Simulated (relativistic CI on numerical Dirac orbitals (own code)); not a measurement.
Calculated levels, La⁵⁴⁺

Computed by Dirac-Coulomb-Breit CI, separate exchange-only KLI orbitals for each configuration, a model potential for QED, unscaled Slater integrals (own radial code, finite nucleus).

CI space (outside the closed core 1s2): 2s, 2p, 3s, 3p, 3d, 4s, 4p, 4d, 4f, 5s, 5p, 5d, 5f, 5g, 6s, 6p, 6d. Levels of other configurations are missing.

The lowest level is 2s ²S1/2, with 100 % of that term; Hund's rules for 2s give ²S with J = 1/2, in agreement.

| No. | Configuration | Term | J | E (Ry) | % | Landé g | Lifetime (s) |
| --- | --- | --- | --- | --- | --- | --- | --- |
| 1 | 2s | ²S | 1/2 | 0.000 | 100 | 1.973 |  |
| 2 | 2p | ²P° | 1/2 | 9.521 | 100 | 0.637 | 1.70e-10 |
| 3 | 2p | ²P° | 3/2 | 44.175 | 100 | 1.312 | 1.56e-12 |
| 4 | 3s | ²S | 1/2 | 456.420 | 100 | 1.990 | 1.14e-14 |
| 5 | 3p | ²P° | 1/2 | 459.036 | 100 | 0.653 | 4.34e-15 |
| 6 | 3p | ²P° | 3/2 | 469.339 | 100 | 1.324 | 5.22e-15 |
| 7 | 3d | ²D | 3/2 | 470.132 | 100 | 0.790 | 1.58e-15 |
| 8 | 3d | ²D | 5/2 | 473.232 | 100 | 1.191 | 1.69e-15 |
| 9 | 4s | ²S | 1/2 | 613.645 | 100 | 1.995 | 1.69e-14 |
| 10 | 4p | ²P° | 1/2 | 614.714 | 100 | 0.659 | 7.43e-15 |
| 11 | 4p | ²P° | 3/2 | 619.044 | 100 | 1.329 | 8.67e-15 |
| 12 | 4d | ²D | 3/2 | 619.377 | 100 | 0.794 | 3.65e-15 |
| 13 | 4d | ²D | 5/2 | 620.688 | 100 | 1.195 | 3.91e-15 |
| 14 | 4f | ²F° | 5/2 | 620.704 | 100 | 0.852 | 7.67e-15 |
| 15 | 4f | ²F° | 7/2 | 621.348 | 100 | 1.138 | 7.83e-15 |
| 16 | 5s | ²S | 1/2 | 685.570 | 100 | 1.998 | 2.66e-14 |
| 17 | 5p | ²P° | 1/2 | 686.108 | 100 | 0.661 | 1.27e-14 |
| 18 | 5p | ²P° | 3/2 | 688.315 | 100 | 1.331 | 1.45e-14 |
| 19 | 5d | ²D | 3/2 | 688.485 | 100 | 0.796 | 6.99e-15 |
| 20 | 5d | ²D | 5/2 | 689.157 | 100 | 1.197 | 7.51e-15 |
| 21 | 5f | ²F° | 5/2 | 689.166 | 100 | 0.853 | 1.47e-14 |
| 22 | 5g | ²G | 7/2 | 689.496 | 100 | 0.885 | 2.52e-14 |
| 23 | 5f | ²F° | 7/2 | 689.497 | 100 | 1.140 | 1.51e-14 |
| 24 | 5g | ²G | 9/2 | 689.693 | 100 | 1.108 | 2.55e-14 |
| 25 | 6s | ²S | 1/2 | 724.313 | 100 | 1.999 | 4.08e-14 |
| 26 | 6p | ²P° | 1/2 | 724.620 | 100 | 0.663 | 2.03e-14 |
| 27 | 6p | ²P° | 3/2 | 725.893 | 100 | 1.332 | 2.32e-14 |
| 28 | 6d | ²D | 3/2 | 725.991 | 100 | 0.797 | 1.19e-14 |
| 29 | 6d | ²D | 5/2 | 726.380 | 100 | 1.198 | 1.28e-14 |

Energies count from the lowest computed level; ° marks odd parity; lifetimes are radiative, by E1, M1, E2, M2 decay to levels of this space only.

The mean weight of the leading LS term, summed over parents, in these 29 levels is 100 %, and that of the leading jj configuration (from the same eigenvectors) 100 %.

At this charge energies of transitions that change n are usually good to better than 1 %, and those within a shell (Δn = 0) to a few per cent.
